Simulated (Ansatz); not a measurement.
Ligand exchange: BH(CH3)F + SiH3I → BH(CH3)I + SiH3F

Species: BH(CH3)F, singlet; SiH3I `[SiH3]I`, singlet; BH(CH3)I, singlet; SiH3F `F[SiH3]`, singlet. The partners trade F for I: B–F and Si–I bonds give way to B–I and Si–F.

Shapes, held fixed at every level: PBE0-D4/def2-TZVP. Programs: Ansatz 0.2.0. The zero-point and thermal change to 298 K, harmonic and unscaled (PBE0-D4/def2-TZVP), is -0.9 kJ/mol.

Estimate ΔH(298 K) of this reaction.

The highest level, CCSD(T)/def2-TZVPP, gives ΔH(298 K) = +23.4 kJ/mol; the levels span +20.3 to +47.9. The column of differences is taken from that level and isn't an error. No measured value is set beside it here. For atoms past krypton def2 sets carry core potentials with scalar relativity. Outer-core shells of I are correlated in most correlated rows, in sets that cover them unevenly.

```json
{"level": "HF/def2-TZVPP", "kind": "Hartree–Fock", "ΔH(298 K) (kJ/mol)": "+32.2", "less CCSD(T)/def2-TZVPP": "+8.8"}
{"level": "PBE0-D4/def2-TZVPP", "kind": "global hybrid", "ΔH(298 K) (kJ/mol)": "+35.1", "less CCSD(T)/def2-TZVPP": "+11.7"}
{"level": "r2SCAN0-D4/def2-TZVPP", "kind": "global hybrid", "ΔH(298 K) (kJ/mol)": "+32.2", "less CCSD(T)/def2-TZVPP": "+8.8"}
{"level": "MP2/def2-SVP", "kind": "perturbation theory", "ΔH(298 K) (kJ/mol)": "+45.4", "less CCSD(T)/def2-TZVPP": "+22.0"}
{"level": "MP2/def2-TZVPP", "kind": "perturbation theory", "ΔH(298 K) (kJ/mol)": "+20.3", "less CCSD(T)/def2-TZVPP": "-3.1"}
{"level": "CCSD(T)/def2-SVP", "kind": "coupled cluster or CI", "ΔH(298 K) (kJ/mol)": "+47.0", "less CCSD(T)/def2-TZVPP": "+23.6"}
{"level": "CCSD/def2-SVP", "kind": "coupled cluster or CI", "ΔH(298 K) (kJ/mol)": "+47.9", "less CCSD(T)/def2-TZVPP": "+24.5"}
{"level": "CCSD(T)/def2-TZVPP", "kind": "coupled cluster or CI", "ΔH(298 K) (kJ/mol)": "+23.4", "less CCSD(T)/def2-TZVPP": "0.0"}
```
